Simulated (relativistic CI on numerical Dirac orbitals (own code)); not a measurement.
Method of calculation: Dirac-Coulomb-Breit CI, KLI orbitals optimised for each configuration, model QED (radiative potential, 1s self-energy scaled to tabulated hydrogen-like ionisation energies), unscaled Slater integrals (own radial code, finite nucleus).

Configurations in the expansion (outside the closed core [Ar]): 3d10 4s2, 3d10 4s 4p, 3d10 4p2, 3d10 4s 4d, 3d10 4d2, 3d10 4s 4f, 3d10 4p 4d, 3d10 4f2, 3d10 4p 4f, 3d10 4d 4f, 3d10 4s 5s, 3d10 4s 5p, 3d10 4s 5d, 3d10 4s 5f, 3d10 4s 5g, 3d10 4s 6s, 3d10 4s 6p, 3d10 4s 6d, 3d10 4s 6f, 3d10 4s 7s, 3d9 4s2 4p, 3d9 4s2 4d, 3d9 4s2 4f, 3d9 4s2 5s, 3d9 4s2 5p, 3d9 4s2 5d. Double excitations out of closed p, d and f shells are left out; levels of such configurations are missing from the list, as are those of other unlisted configurations, and high levels can miss mixing partners. These lack a partner that the ground configuration has and come out too high: 3d9 4s2 4p, 3d9 4s2 4d, 3d9 4s2 4f, 3d9 4s2 5s, 3d9 4s2 5p.

At this charge energies of transitions that change n are usually good to better than 1 %, and those within a shell (Δn = 0) to a few per cent.

Outline of the computed level scheme of Pr XXX. Lowest level of each configuration: 3d10 4s2 1S_0 at 0.000 eV; 3d10 4s 4p 3P°_0 at 55.114 eV; 3d10 4p2 3P_0 at 127.934 eV; 3d10 4s 4d 3D_1 at 192.014 eV; 3d10 4p 4d 3F°_2 at 250.185 eV; 3d10 4s 4f 3F°_2 at 311.185 eV; 3d10 4p 4f 3G_3 at 372.308 eV; 3d10 4d2 3F_2 at 390.193 eV.

Some strong electric-dipole decays among the lowest 45 levels: 3d10 4d2 3F_2 → 3d10 4p 4d 3D°_1 (3.5e+11 s⁻¹); 3d10 4p 4d 3D°_1 → 3d10 4p2 3P_0 (3.5e+11 s⁻¹); 3d10 4s 4f 1F°_3 → 3d10 4s 4d 1D_2 (3.4e+11 s⁻¹); 3d10 4s 4d 1D_2 → 3d10 4s 4p 1P°_1 (3.0e+11 s⁻¹); 3d10 4p 4d 3D°_3 → 3d10 4p2 1D_2 (2.8e+11 s⁻¹); 3d10 4d2 3P_1 → 3d10 4p 4d 3P°_2 (2.3e+11 s⁻¹); 3d10 4p 4f 3F_4 → 3d10 4p 4d 3D°_3 (2.3e+11 s⁻¹); 3d10 4s 4f 3F°_4 → 3d10 4s 4d 3D_3 (2.3e+11 s⁻¹).

LS names give the leading component of a level, which can be under half, so a name can repeat, a term be missing and a line seem to break the LS rules.
